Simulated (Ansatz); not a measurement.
Ideal-gas functions of ClFHNbOS (`[OH][Nb]([F])(=[S])[Cl]`) at 400 K and 1 bar, from an Ansatz frequency run at PBE0-D4/def2-TZVP.

Molar mass 196.43 g/mol, point group C1 (symmetry number 1), electronic degeneracy 1, moments of inertia 223.05, 307.971, 359.44 u Å². Harmonic wavenumbers (cm⁻¹, unscaled): 137, 146, 181, 194, 205, 395, 436, 535, 594, 704, 761, 3902.

Use S(trans) = R[1.5 ln M + 2.5 ln T − 1.1517]; rotational temperatures θ = 24.2544 K / I; S(rot) = R[ln(√π/σ · √(T³/θAθBθC)) + 1.5]; for each mode x = 1.438777 ν̃/T, S = R[x/(eˣ − 1) − ln(1 − e⁻ˣ)] and H = RT x/(eˣ − 1); 1 cm⁻¹ = 0.0119627 kJ/mol; R = 8.31446 J/(mol·K).

Q: By hand: the entropy, in J/(mol·K).

A: Translation 180.8. Rotation: θ = 0.1087, 0.0788, 0.0675 K, giving 122.9. Vibration, mode by mode: 14.28, 13.76, 12.03, 11.47, 11.03, 6.06, 5.38, 4.05, 3.42, 2.51, 2.13, 0.00, in all 86.1. Electronic 0.0. Sum 389.8 J/(mol·K).

Q: By hand: H − E and G − E in kJ/mol, counted from the electronic energy.

A: Zero-point energy ½ × 8190 × 0.0119627 = 49.0; thermal vibration 18.3; translation, rotation and pV give 4 RT = 13.3. H − E = 80.6 kJ/mol, and G − E = 80.6 − 400 × 389.8/1000 = -75.3 kJ/mol.

Vibration gives 22 % of the entropy, 28.0 J/(mol·K) of it from the modes under 150 cm⁻¹: soft modes count most, and the harmonic formula is weakest for them. The sum counts one conformer and one mirror image; others add a mixing term.
